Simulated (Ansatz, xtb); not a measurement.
Two isomers of C4H4S3

Structure a is `Cc1csc(=S)s1`, a singlet and structure b is `Sc1ccsc1S`, a singlet. Both are isolated molecules in the gas phase, relaxed with B3LYP/def2-SVP; the shapes shown needn't be the lowest conformers.

a (Å):

```tsv
atom	x (Å)	y (Å)	z (Å)
C	-0.5477	0.6484	1.1184
C	0.3212	-0.5136	0.7355
C	0.7181	-1.5201	1.5450
C	1.8285	-2.1218	-0.7726
S	1.7349	-2.7703	0.8695
S	2.6622	-2.8224	-1.9976
S	0.9067	-0.6190	-0.9253
H	-0.0262	1.6077	0.9651
H	-1.4709	0.6754	0.5160
H	-0.8315	0.5775	2.1785
H	0.4417	-1.6006	2.5986
```

b (Å):

```xyz
11

C     0.2173   -1.0306    1.0823
C     1.4344   -0.7398    1.7818
C     2.2775    0.0707    1.0668
C     0.1706   -0.4306   -0.1672
S    -1.0240   -2.0612    1.8020
S     1.6211    0.5035   -0.4667
S    -1.1549   -0.4520   -1.3327
H    -1.9078   -1.9017    0.7859
H     1.6622   -1.1203    2.7785
H     3.2563    0.4401    1.3714
H    -0.7863   -1.5595   -2.0304
```

Quicker runs give these differences E(b) − E(a): GFN2-xTB +8.91 kJ/mol; HF/STO-3G +34.59 kJ/mol (at GFN2-xTB geometries); r2SCAN-D4/def2-SVP +22.95 kJ/mol (at GFN2-xTB geometries).

Task: Estimate E(b) − E(a) at the level CCSD(T)/def2-SVP + ΔMP2/def2-TZVPP.

Result: Not settled: CCSD(T)/def2-SVP + ΔMP2/def2-TZVPP gives E(b) − E(a) = +5.20 kJ/mol, but this leans on the basis-set step: CCSD(T) alone gives +1.33 kJ/mol.

Level by level:

| level | geometry | E(b) − E(a) (kJ/mol) | departure from the last row (kJ/mol) | job, with rough time for the two |
| --- | --- | --- | --- | --- |
| GFN2-xTB | GFN2-xTB | +8.91 | +3.72 | optimisation, 0.3 s |
| HF/STO-3G | GFN2-xTB | +34.59 | +29.40 | single point, 1.1 s |
| r2SCAN-D4/def2-SVP | GFN2-xTB | +22.95 | +17.76 | single point, 5.6 s |
| B3LYP/def2-SVP | B3LYP/def2-SVP | +12.58 | +7.39 | optimisation, 80 s |
| HF/def2-SVP | B3LYP/def2-SVP | −11.59 | −16.79 | part of the CCSD(T) run |
| MP2/def2-SVP | B3LYP/def2-SVP | −3.56 | −8.76 | part of the CCSD(T) run |
| CCSD(T)/def2-SVP | B3LYP/def2-SVP | +1.33 | −3.87 | single point |
| CCSD(T)/def2-SVP + ΔMP2/def2-TZVPP | B3LYP/def2-SVP | +5.20 |  | single point, 86 s |

As drawn, b has 3 C∷C, 2 C∷S, 2 S–H in place of 1 C–C, 1 C=C, 2 C–S, 1 C=S, 2 C–H (∷ is an aromatic bond). Structure a has a 5-membered ring, b a 5-membered ring (with an aromatic ring).

HF/def2-SVP, MP2/def2-SVP put the two in the other order. CCSD(T)/def2-SVP finds them nearly level. The largest departure from CCSD(T)/def2-SVP + ΔMP2/def2-TZVPP is that of HF/STO-3G, 29.40 kJ/mol. The last row adds to CCSD(T) the change of the MP2 difference between the two basis sets, here +3.87 kJ/mol.

With thermal terms from frequencies at re-optimised GFN2-xTB minima (ideal gas, soft modes damped towards free rotors, one conformer each, 298.15 K, 1 atm): on the last row, ΔE + ΔZPE = −9.24, ΔH = −8.27, ΔG = −9.98 kJ/mol.

The correlated steps freeze 19 core orbitals. Run with Ansatz 0.2.0, xtb 6.7.1; the last row on 2 threads of Intel(R) Xeon(R) Processor @ 2.70GHz on a shared host.
